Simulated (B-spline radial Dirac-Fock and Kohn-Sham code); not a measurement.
Subshell cross sections of Co¹⁸⁺, photon energy Ga Kα (9251.7 eV)

System: Co¹⁸⁺, configuration 1s2 2s2 2p5.

Input file task.json (cfg lists n, l and occupation; rrms is the nuclear radius in fm):

```json
{"items": [{
  "Z": 27,
  "q": 18,
  "cfg": [[1, 0, 2], [2, 0, 2], [2, 1, 5]],
  "A": 59,
  "rrms": 3.7875,
  "do": ["binding", "quiet", "photo"],
  "hv": [21.22, 40.81, 80, 161.0, 248.0, 1630.0, 8047.8, 9251.7, 11300.0, 12000, 12700.0, 33400.0, 45100.0, 80000, 91600.0, 150000]
}]}
```

Launch: `python xray_run.py task.json out`

These are calculated numbers from a radial atomic solver; the model is independent-particle photoionisation in a Dirac-Hartree-Slater potential with a Latter tail, all multipoles, thresholds from Dirac-Fock ΔSCF. The asymmetry parameter β is from the dipole term alone. Kinetic energies are from the vacuum level. Open shells are spread statistically over j, without multiplet splitting.

The last column is dσ/dΩ = σ/(4π) · [1 − (β/2) P₂(cos θ)] at θ = 0° from the beam of unpolarised light.

```csv
subshell,electrons,binding (eV),kinetic (eV),σ (kb),β,dσ/dΩ (kb/sr)
1s,2,8499.7,752.0,?,?,?
2s,2,1628.8,7622.9,1.51,2.00,≈ 0
2p1/2,1.67,1516.0,7735.7,0.295,0.83,0.0137
2p3/2,3.33,1499.9,7751.8,0.544,0.82,0.0256
```

Q: What are σ and β for 1s?

A: σ = 19.8 kb, the largest of all subshells and 89 % of the total, and β = 2.00, which gives dσ/dΩ = 0.000459 kb/sr.
